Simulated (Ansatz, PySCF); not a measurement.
System: sum formula AlOCl, charge 0, multiplicity 1. 
Structure (B3LYP-D3(BJ)/def2-TZVP (Ansatz, a first-principles code) minimum search):
```xyz
3

Al     0.0000     0.0000    -0.5886
O      0.0000     0.0000    -2.1853
Cl     0.0000     0.0000     1.4785
```

Dipole moments at this geometry, in debye (magnitudes).

```json
[
 {"level": "SVWN5/def2-TZVPD", "program": "PySCF", "dipole (D)": "3.78"},
 {"level": "PBE/def2-TZVPD", "program": "Ansatz", "dipole (D)": "3.73"},
 {"level": "revPBE/def2-TZVPD", "program": "Ansatz", "dipole (D)": "3.72"},
 {"level": "M06-L/def2-TZVPD", "program": "PySCF", "dipole (D)": "3.84"},
 {"level": "B97M-V/def2-TZVPD", "program": "Ansatz", "dipole (D)": "3.92"},
 {"level": "B3LYP/def2-TZVPD", "program": "Ansatz", "dipole (D)": "4.04"},
 {"level": "TPSSh/def2-TZVPD", "program": "PySCF", "dipole (D)": "3.90"},
 {"level": "r2SCANh/def2-TZVPD", "program": "Ansatz", "dipole (D)": "4.04"},
 {"level": "MN15/def2-TZVPD", "program": "PySCF", "dipole (D)": "4.11"},
 {"level": "CAM-B3LYP/def2-TZVPD", "program": "Ansatz", "dipole (D)": "4.22"},
 {"level": "LC-wPBE/def2-TZVPD", "program": "Ansatz", "dipole (D)": "4.31"},
 {"level": "wB97M-V/def2-TZVPD", "program": "Ansatz", "dipole (D)": "4.22"},
 {"level": "CCSD(T)/aug-cc-pV(D+d)Z", "program": "Ansatz", "dipole (D)": "3.90"}
]
```
